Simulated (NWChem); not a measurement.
The numbers come from NWChem runs, not from measurements. System: BrCl, charge 0, spin multiplicity 1, displaced from the optimised geometry.

Job file:

```
start mol
memory heap 100 mb stack 700 mb global 1900 mb
geometry units angstroms nocenter noautoz noautosym
  Cl     0.000000     0.000000     1.148289
  Br     0.000000     0.000000    -0.717681
end
basis spherical
  * library def2-svp
end
scf
  rhf
  nopen 0
  maxiter 100
  thresh 1e-7
  semidirect memsize 60000000 filesize 0
end
tce
  freeze core 14
  cr-ccsd(t)
  2eorb
  2emet 13
  thresh 1e-6
  maxiter 100
  tilesize 24
end
task tce energy
```

The output up to the point where the run's verdict is printed (cleaned and shortened):

```
             Northwest Computational Chemistry Package (NWChem) 7.3.0
             --------------------------------------------------------

                                NWChem Input Module
                                -------------------

 Scaling coordinates for geometry "geometry" by  1.889725989
 (inverse scale =  0.529177249)

                             Geometry "geometry" -> ""
                             -------------------------

 Output coordinates in angstroms (scale by  1.889725989 to convert to a.u.)

  No.       Tag          Charge          X              Y              Z
 ---- ---------------- ---------- -------------- -------------- --------------
    1 Cl                  17.0000     0.00000000     0.00000000     1.14828900
    2 Br                  35.0000     0.00000000     0.00000000    -0.71768100

 Effective nuclear repulsion energy (a.u.)     168.7382236343

            Nuclear Dipole moment (a.u.)
            ----------------------------
        X                 Y               Z
 ---------------- ---------------- ----------------
     0.0000000000     0.0000000000   -10.5785386854


 Summary of "ao basis" -> "" (spherical)
 ------------------------------------------------------------------------------
       Tag                 Description            Shells   Functions and Types
 ---------------- ------------------------------  ------  ---------------------
 *                          def2-svp                  on all atoms

 Summary of "ao basis" -> "ao basis" (spherical)
 ------------------------------------------------------------------------------
       Tag                 Description            Shells   Functions and Types
 ---------------- ------------------------------  ------  ---------------------
 Cl                         def2-svp                 8       18   4s3p1d
 Br                         def2-svp                12       32   5s4p3d

                                 NWChem SCF Module
                                 -----------------

  ao basis        = "ao basis"
  functions       =    50
  atoms           =     2
[...]
     1   0 0 1     -0.103898      0.000000    -10.578539

     2   2 0 0    -22.889758      0.000000      0.000000
     2   1 1 0     -0.000000      0.000000      0.000000
     2   1 0 1      0.000000      0.000000      0.000000
     2   0 2 0    -22.889758      0.000000      0.000000
     2   0 1 1      0.000000      0.000000      0.000000
     2   0 0 2    -20.980645      0.000000    144.424412

                   NWChem Extensible Many-Electron Theory Module
                   ---------------------------------------------


            General Information
            -------------------
      Number of processors :     1
         Wavefunction type : Restricted Hartree-Fock
          No. of electrons :    52
           Alpha electrons :    26
            Beta electrons :    26
           No. of orbitals :   100
            Alpha orbitals :    50
             Beta orbitals :    50
        Alpha frozen cores :    14
         Beta frozen cores :    14
     Alpha frozen virtuals :     0
      Beta frozen virtuals :     0
         Spin multiplicity : singlet
    Number of AO functions :    50
       Number of AO shells :    20
        Use of symmetry is : off
      Symmetry adaption is : off
         Schwarz screening : 0.10D-09

          Correlation Information
          -----------------------
          Calculation type : Coupled-cluster singles & doubles w/ perturbation
   Perturbative correction : Completely renormalized (T)
            Max iterations :      100
        Residual threshold : 0.10D-05
     T(0) DIIS level shift : 0.00D+00
     L(0) DIIS level shift : 0.00D+00
     T(1) DIIS level shift : 0.00D+00
     L(1) DIIS level shift : 0.00D+00
     T(R) DIIS level shift : 0.00D+00
     T(I) DIIS level shift : 0.00D+00
   CC-T/L Amplitude update :  5-th order DIIS
                I/O scheme : Global Array Library
        L-threshold :  0.10D-05
        EOM-threshold :  0.10D-05
 no EOMCCSD initial starts read in
 TCE RESTART OPTIONS
 SLICE:      F
 D4D5:       F
 quantumc:   F
 qrotation:  F
 pwtce:      F
 qducc:      F
 nacto:                         0
 nrotv:                         0
 nrot:                          0

            Memory Information
            ------------------
          Available GA space size is     249034300 doubles
          Available MA space size is     104853700 doubles

 Maximum block size supplied by input
 Maximum block size        24 doubles

 tile_dim =     24

 -------------------------------------------------

 Global array virtual files algorithm will be used

 Parallel file system coherency ......... OK

 4-electron integrals stored in orbital form

 v2    file size   =           725760
 4-index algorithm nr.  13 is used
 imaxsize =       30
 imaxsize ichop =        0


CCSD iterations
 ---------------------------------------------------------
 Iter          Residuum       Correlation     Cpu    Wall
 ---------------------------------------------------------
    1   0.1354400673036  -0.3615866147839     0.1     0.1
    2   0.0283988936022  -0.3695788490229     0.1     0.1
    3   0.0089468392951  -0.3740642471813     0.1     0.1
    4   0.0031887248310  -0.3747838250928     0.1     0.1
    5   0.0012661692692  -0.3750985244960     0.1     0.1
    6   0.0003358662868  -0.3752267137227     0.1     0.1
    7   0.0001535314572  -0.3752409819013     0.1     0.1
    8   0.0000828428444  -0.3752427087168     0.1     0.1
    9   0.0000447353255  -0.3752430993905     0.1     0.1
   10   0.0000244783328  -0.3752434833645     0.1     0.1
   11   0.0000014980372  -0.3752438860707     0.1     0.1
   12   0.0000005009192  -0.3752439640566     0.1     0.1
 -----------------------------------------------------------------
 Iterations converged
 CCSD correlation energy / hartree =        -0.375243964056649
 CCSD total energy / hartree       =     -3031.750187344741789

 Singles contributions

 Doubles contributions
 CR-CCSD(T)
```

The run crashed. NWChem stopped with the message: ccsd_t 2.
